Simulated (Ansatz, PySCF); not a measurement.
System: SbI$_{2}$ (charge +1, singlet). It need not be the lowest isomer of its formula. SMILES: [I][Sb+][I]
Geometry: optimised at B3LYP-D3(BJ)/def2-TZVP (Ansatz, a quantum-chemistry and plane-wave program).

Wanted: vertical ionisation energy (to the doublet state of charge +2; each state is the SCF solution reached for its spin; for the singlet T1 is 0.025), in eV. Cores are frozen in the correlated levels unless marked. Open shells are spin-unrestricted. No spin-orbit coupling. The frozen core is the preceding noble-gas configuration, with the filled d and f shells of earlier blocks. In def2 rows, elements after Kr have scalar-relativistic effective core potentials. CBS marks a two-point X^-3 extrapolation of the correlation energy; Hartree-Fock from the larger set.

```csv
level,program,vertical ionisation energy (eV)
HF/def2-SVPD,Ansatz,13.84
HF/def2-QZVPPD,Ansatz,13.62
SVWN5/def2-TZVPD,Ansatz,14.51
BHLYP/def2-TZVPD,Ansatz,14.55
CAM-B3LYP/def2-TZVPD,Ansatz,14.66
RI-MP2/def2-TZVPPD,Ansatz,15.10
"RI-MP2/CBS(def2-TZVPPD,def2-QZVPPD)",Ansatz,15.38
CCSD/def2-SVPD,Ansatz,14.37
CCSD(T)/def2-SVPD,Ansatz,14.37
```

For comparison, minus the highest occupied orbital energy (PySCF): 15.00 eV at HF/def2-TZVPD, 11.38 eV at BLYP/def2-TZVPD, 12.11 eV at TPSSh/def2-TZVPD.
